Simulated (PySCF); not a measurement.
CH3F2OSb, SMILES C[O][Sb]([F])[F].

Geometry optimised at B3LYP-D3(BJ)/def2-SVP. The def2 effective core potentials stand for the cores of Sb; spin–orbit coupling is left out. Other conformers were not sampled.

These are TDA-M06-2X/def2-SVPD run with PySCF 2.14.0 values and carry that method's errors.

Vertical excitations. Isolated molecule, no solvent. State labels are in the subgroup Cs.

| state | symmetry | energy (eV) | λ (nm) | f | main pairs |
|---|---|---|---|---|---|
| S1 | A" | 6.51 | 190 | 0.018 | HOMO→LUMO+1 59 %, HOMO−1→LUMO 32 % |
| S2 | A" | 6.67 | 186 | 0.064 | HOMO−1→LUMO 63 %, HOMO→LUMO+1 31 % |
| S3 | A' | 6.71 | 185 | 0.014 | HOMO→LUMO 77 %, HOMO−1→LUMO+1 16 % |
| S4 | A' | 7.05 | 176 | 0.192 | HOMO−1→LUMO+1 79 %, HOMO→LUMO 15 % |
| S5 | A' | 7.66 | 162 | 0.080 | HOMO−2→LUMO+1 86 % |
| S6 | A" | 7.67 | 162 | 0.033 | HOMO→LUMO+3 31 %, HOMO→LUMO+2 27 %, HOMO−2→LUMO 25 %, HOMO→LUMO+1 7 % |
| S7 | A" | 7.82 | 159 | 0.134 | HOMO−2→LUMO 66 %, HOMO→LUMO+3 14 % |
| S8 | A' | 8.47 | 146 | 0.357 | HOMO−1→LUMO+3 43 %, HOMO−1→LUMO+2 35 %, HOMO−2→LUMO+1 7 % |
| S9 | A" | 8.64 | 143 | 0.001 | HOMO→LUMO+3 46 %, HOMO→LUMO+2 39 %, HOMO→LUMO+4 9 % |
| S10 | A' | 8.81 | 141 | 0.188 | HOMO−1→LUMO+2 36 %, HOMO−1→LUMO+3 28 %, HOMO−2→LUMO+2 17 %, HOMO−2→LUMO+3 9 % |
| T1 | A" | 5.17 | 240 | 0 | HOMO−1→LUMO 61 %, HOMO−2→LUMO 33 % |
| T2 | A' | 5.33 | 233 | 0 | HOMO−1→LUMO+1 63 %, HOMO−2→LUMO+1 28 % |
| T3 | A' | 6.19 | 200 | 0 | HOMO→LUMO 94 % |
| T4 | A" | 6.22 | 199 | 0 | HOMO→LUMO+1 78 % |
Triplets are in the Tamm–Dancoff approximation.
